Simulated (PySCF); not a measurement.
Dipole response of Zn+ (zinc, charge +1)

[Ar] 3d10 4s1, 2S determinant. Computed with PySCF 2.14 in aug-cc-pVQZ-DK (9s8p6d4f3g2h, 140 functions), with the spin-free X2C one-electron Hamiltonian (Gaussian nucleus). Coupled (time-dependent) response in atomic units; α is the mean over directions.

```json
{"method": "UHF", "mean α (bohr³)": "23.80", "C₆ (like pair)": "103.1", "S(−4)": "537.9"}
{"method": "PBE", "mean α (bohr³)": "16.94", "C₆ (like pair)": "71.53", "S(−4)": "226.6"}
```

S(−4) is the Cauchy moment in α(ω) = α(0) + S(−4) ω² + …

α(iu) at PBE:

| u (hartree) | α(iu) (bohr³) |
| --- | --- |
| 0 | 16.94 |
| 0.0500 | 16.40 |
| 0.100 | 14.99 |
| 0.200 | 11.43 |
| 0.300 | 8.549 |
| 0.500 | 5.295 |
| 0.750 | 3.479 |
| 1.00 | 2.569 |
| 1.50 | 1.659 |
| 2.00 | 1.201 |
| 3.00 | 0.7426 |
| 5.00 | 0.3817 |

For an ion, C₆ is the dispersion term alone; charge-induced terms of lower order in 1/R come first.
